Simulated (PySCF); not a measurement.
# How methods differ on the excitation energy of B⁺

B⁺ [He] 2s2 (1S) → B⁺ [He] 2s1 3s1 (3S), as a difference of total energies. Computed with PySCF 2.14 in aug-cc-pCVTZ-DK with one added diffuse shell each of s, p, d, f type (8s7p5d3f, 75 functions), with the spin-free X2C one-electron Hamiltonian (Gaussian nucleus). Correlated levels: valence and next inner shell: nothing frozen. The calculations carry no spin-orbit coupling.

```tsv
method	excitation energy (cm⁻¹)
UHF	118130
MP2 (valence and next inner shell)	125790
SCS-MP2 (valence and next inner shell)	127850
CCSD (valence and next inner shell)	129590
CCSD(T) (valence and next inner shell)	129680
```

Errors of the correlated levels include the incompleteness of this basis.

For comparison: 129770 cm⁻¹ (measured; NIST levels).
